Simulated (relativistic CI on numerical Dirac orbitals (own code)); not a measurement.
# Calculated levels, Pb⁷⁴⁺

Method of calculation: Dirac-Coulomb-Breit CI, separate exchange-only KLI orbitals for each configuration, QED by a radiative potential, unscaled Slater integrals (own radial code, finite nucleus).

CI space (outside the closed core 1s2): 2s2 2p4, 2s 2p5, 2p6, 2s2 2p3 3s, 2p5 3s, 2p5 3p, 2s2 2p3 3p, 2p5 3d, 2s2 2p3 3d, 2s 2p4 3s, 2s 2p4 3p, 2s 2p4 3d, 2s2 2p3 4s, 2s2 2p3 4p, 2s2 2p3 4d, 2s2 2p3 4f, 2s2 2p2 3s2, 2s2 2p2 3s 3p, 2s 2p4 4s, 2s2 2p3 5s, 2s2 2p2 3s 3d, 2s2 2p3 5p, 2s2 2p2 3p2, 2s2 2p3 5d, 2s 2p4 4p, 2s2 2p3 5f, 2s2 2p3 5g, 2s 2p4 4d, 2s2 2p2 3p 3d, 2s 2p4 4f, 2s 2p3 3s2, 2s2 2p2 3d2, 2s 2p3 3s 3p, 2s 2p3 3s 3d, 2s 2p3 3p2, 2s 2p3 3p 3d. Levels of other configurations are missing.

The lowest level is 2s2 2p4 3P_2, with 68 % of that term; Hund's rules for 2s2 2p4 give 3P with J = 2, in agreement.

```
No.  Configuration  Term  J  E (10³ cm⁻¹)    %  Next component (%)  Lifetime (s)       jj configuration (%)
  1        2s2 2p4    3P  2             0   68               32 1D                            2p3/2^2 (100)
  2        2s2 2p4    1S  0           577   65               34 3P      8.23e-03              2p3/2^2 (100)
  3        2s2 2p4    3P  1         18256  100                          8.43e-12        2p1/2 2p3/2^3 (100)
  4        2s2 2p4    1D  2         18407   68               32 3P      1.90e-11        2p1/2 2p3/2^3 (100)
  5         2s 2p5   3P°  2         22142  100                          3.61e-14           2s 2p3/2^3 (100)
  6         2s 2p5   1P°  1         22938   64              36 3P°      1.47e-14           2s 2p3/2^3 (100)
  7        2s2 2p4    3P  0         36938   65               34 1S      2.57e-12               2p3/2^4 (99)
  8         2s 2p5   3P°  0         40521  100                          1.81e-14     2s 2p1/2 2p3/2^4 (100)
  9         2s 2p5   3P°  1         40852   64              36 1P°      1.70e-14     2s 2p1/2 2p3/2^4 (100)
 10            2p6    1S  0         45431   99                          8.90e-15                closed (99)
 11     2s2 2p3 3s   3P°  2         85696   49              24 5S°      5.09e-15             2p3/2 3s (100)
 12     2s2 2p3 3s   1P°  1         85782   33              28 3D°      2.19e-15             2p3/2 3s (100)
 13     2s2 2p3 3p    3P  1         86864   33               19 5P      3.60e-13          2p3/2 3p1/2 (100)
 14     2s2 2p3 3p    3D  2         86872   26               21 1D      2.21e-13          2p3/2 3p1/2 (100)
 15     2s2 2p3 3p    3D  3         92102   51               24 5P      1.61e-13          2p3/2 3p3/2 (100)
 16     2s2 2p3 3p    3P  1         92109   34               29 1P      1.61e-13          2p3/2 3p3/2 (100)
 17     2s2 2p3 3p    3P  2         92381   45               22 1D      1.69e-13          2p3/2 3p3/2 (100)
 18     2s2 2p3 3p    3P  0         92630   69               31 1S      9.16e-14          2p3/2 3p3/2 (100)
 19     2s2 2p3 3d   3D°  2         93204   33              29 3F°      4.25e-15          2p3/2 3d3/2 (100)
 20     2s2 2p3 3d   3F°  3         93276   27              22 1F°      1.46e-14           2p3/2 3d3/2 (99)
 21     2s2 2p3 3d   3D°  1         93313   36              27 3P°      1.58e-15          2p3/2 3d3/2 (100)
 22     2s2 2p3 3d   3P°  0         93359   65              24 5D°      3.26e-13          2p3/2 3d3/2 (100)
 23     2s2 2p3 3d   3F°  4         94483   52              24 5D°      2.87e-12          2p3/2 3d5/2 (100)
 24     2s2 2p3 3d   3D°  2         94594   34              29 3P°      6.28e-16          2p3/2 3d5/2 (100)
 25     2s2 2p3 3d   3D°  3         94735   48              21 1F°      2.80e-16           2p3/2 3d5/2 (99)
 26     2s2 2p3 3d   3D°  1         94860   31              30 1P°      4.15e-16          2p3/2 3d5/2 (100)
 27     2s2 2p3 3s   5S°  2        103821   55              35 3D°      9.27e-15     2p1/2 2p3/2^2 3s (100)
 28     2s2 2p3 3s   3S°  1        103935   55              44 3D°      2.08e-15     2p1/2 2p3/2^2 3s (100)
 29     2s2 2p3 3s   3D°  3        104018  100                          7.14e-15     2p1/2 2p3/2^2 3s (100)
 30     2s2 2p3 3s   1D°  2        104104   67              32 3D°      2.28e-15     2p1/2 2p3/2^2 3s (100)
 31     2s2 2p3 3s   3P°  0        104541  100                          4.95e-15     2p1/2 2p3/2^2 3s (100)
 32     2s2 2p3 3s   3P°  1        104569   67              33 1P°      3.62e-15     2p1/2 2p3/2^2 3s (100)
 33     2s2 2p3 3p    5P  1        104954   46               22 3D      6.60e-13  2p1/2 2p3/2^2 3p1/2 (100)
 34     2s2 2p3 3p    3F  2        105018   34               28 3P      3.77e-13  2p1/2 2p3/2^2 3p1/2 (100)
 35     2s2 2p3 3p    3F  3        105149   44               33 1F      2.76e-13  2p1/2 2p3/2^2 3p1/2 (100)
 36     2s2 2p3 3p    3P  2        105557   50               22 1D      1.92e-13   2p1/2 2p3/2^2 3p1/2 (99)
 37     2s2 2p3 3p    3D  1        105653   74               22 1P      3.35e-13  2p1/2 2p3/2^2 3p1/2 (100)
 38     2s2 2p3 3p    3P  0        106126   65               34 1S      2.00e-13   2p1/2 2p3/2^2 3p1/2 (99)
 39      2s 2p4 3s    5P  3        107162   69               31 3D      1.36e-14         2s 2p3/2^2 3s (99)
 40      2s 2p4 3s    3P  2        107453   58               18 3D      2.50e-15         2s 2p3/2^2 3s (99)
 41      2s 2p4 3s    3S  1        108201   65               21 5P      4.36e-15         2s 2p3/2^2 3s (99)
 42      2s 2p4 3s    3D  1        108276   34               34 1P      2.17e-15         2s 2p3/2^2 3s (99)
 43      2s 2p4 3s    3P  2        108346   57               19 1D      8.18e-15         2s 2p3/2^2 3s (99)
 44      2s 2p4 3p   5P°  2        108401   29              25 3P°      3.00e-15     2s 2p3/2^2 3p1/2 (100)
 45      2s 2p4 3p   3D°  3        108405   41              23 5D°      1.23e-15     2s 2p3/2^2 3p1/2 (100)
 46      2s 2p4 3s    1S  0        108560   65               34 3P      4.54e-15        2s 2p3/2^2 3s (100)
 47      2s 2p4 3p   3P°  1        109398   50              23 1P°      1.19e-15     2s 2p3/2^2 3p1/2 (100)
 48      2s 2p4 3p   3P°  0        109407   77              20 5D°      2.95e-14     2s 2p3/2^2 3p1/2 (100)
 49      2s 2p4 3p   3P°  1        109407   33              22 3D°      1.11e-15      2s 2p3/2^2 3p1/2 (99)
 50      2s 2p4 3p   3D°  2        109421   30              26 3F°      1.78e-15     2s 2p3/2^2 3p1/2 (100)
 51     2s2 2p3 3p    5P  3        110234   55               23 3F      1.51e-13  2p1/2 2p3/2^2 3p3/2 (100)
 52     2s2 2p3 3p    3P  0        110240  100                          1.32e-13  2p1/2 2p3/2^2 3p3/2 (100)
 53     2s2 2p3 3p    3P  2        110259   39               30 3D      1.20e-13   2p1/2 2p3/2^2 3p3/2 (99)
 54     2s2 2p3 3p    1P  1        110377   51               26 3D      1.09e-13  2p1/2 2p3/2^2 3p3/2 (100)
 55     2s2 2p3 3p    3F  4        110414  100                          1.30e-13  2p1/2 2p3/2^2 3p3/2 (100)
 56     2s2 2p3 3p    3D  3        110420   71               26 1F      1.46e-13  2p1/2 2p3/2^2 3p3/2 (100)
 57     2s2 2p3 3p    3P  1        110768   77               12 1P      9.46e-14   2p1/2 2p3/2^2 3p3/2 (99)
 58     2s2 2p3 3p    1D  2        110860   50               31 3P      9.67e-14  2p1/2 2p3/2^2 3p3/2 (100)
 59     2s2 2p3 3p    3P  1        111065   52               27 3S      1.68e-13   2p1/2 2p3/2^2 3p3/2 (99)
 60     2s2 2p3 3p    3D  2        111071   41               37 1D      1.29e-13  2p1/2 2p3/2^2 3p3/2 (100)
 61     2s2 2p3 3d   5D°  1        111404   47              37 3D°      2.83e-15  2p1/2 2p3/2^2 3d3/2 (100)
 62     2s2 2p3 3d   3F°  2        111416   41              36 5D°      3.72e-15   2p1/2 2p3/2^2 3d3/2 (99)
 63     2s2 2p3 3d   5D°  0        111427   55              23 3P°      1.60e-15  2p1/2 2p3/2^2 3d3/2 (100)
 64     2s2 2p3 3d   3G°  3        111462   42              26 3D°      1.91e-15   2p1/2 2p3/2^2 3d3/2 (99)
 65     2s2 2p3 3d   3G°  4        111571   50              39 1G°      3.41e-13  2p1/2 2p3/2^2 3d3/2 (100)
 66     2s2 2p3 3d   3F°  3        111719   40              29 3D°      4.02e-16   2p1/2 2p3/2^2 3d3/2 (99)
 67     2s2 2p3 3d   3D°  2        111746   38              30 3P°      3.73e-16   2p1/2 2p3/2^2 3d3/2 (99)
 68     2s2 2p3 3d   3P°  1        111803   46              32 3S°      3.19e-16   2p1/2 2p3/2^2 3d3/2 (99)
 69     2s2 2p3 3d   3F°  2        112097   70              19 1D°      7.90e-15   2p1/2 2p3/2^2 3d3/2 (99)
 70     2s2 2p3 3d   3D°  1        112305   48              32 1P°      3.55e-16   2p1/2 2p3/2^2 3d3/2 (98)
```

Energies count from the lowest computed level; ° marks odd parity; lifetimes are radiative, by E1, M1, E2, M2 decay to levels of this space only. Filled j subshells are mostly left out of the jj labels.

The mean weight of the leading LS term, summed over parents, in these 70 levels is 56 %, and that of the leading jj configuration (from the same eigenvectors) 100 %, so jj coupling describes them better and the LS labels are nominal.

At this charge energies of transitions that change n are usually good to better than 1 %, and those within a shell (Δn = 0) to a few per cent.

LS names give the leading component of a level, which can be under half, so a name can repeat, a term be missing and a line seem to break the LS rules.
